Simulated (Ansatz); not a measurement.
Consider the formal exchange of groups at the Si–O bond: `BO[SiH](C)Br` + `OC(O)Cl` → `C[SiH](Cl)Br` + `BOC(O)O`.

Computed with Ansatz on PBE0-D4/def2-TZVP structures; ΔE is electronic, products minus reactants. CCSD(T)/CBS adds triple-zeta CCSD(T) − MP2 to the extrapolated MP2 energy (def2 sets, frozen cores). DFT in def2-TZVPP. B3LYP here is the variant with VWN-RPA as its local correlation; programs differ in this. For Br outer-core shells are correlated without core-valence functions, which leaves a few kJ/mol of doubt a bond. Scalar relativity is left out up to krypton. One conformer a species, not always the lowest.

| level | ΔE (kJ/mol) |
| --- | --- |
| B3LYP-D4 | -16.2 |
| ωB97X-V | -22.2 |
| PBE0 | -25.0 |
| CCSD/CBS(def2) | -18.4 |

What does CCSD(T)/CBS give? (Estimate.)

Computed: -18.4 kJ/mol. The listed levels differ from it by 2.2, -3.8, -6.6, 0.0 kJ/mol.

Largest T1 diagnostic among the species: 0.013.
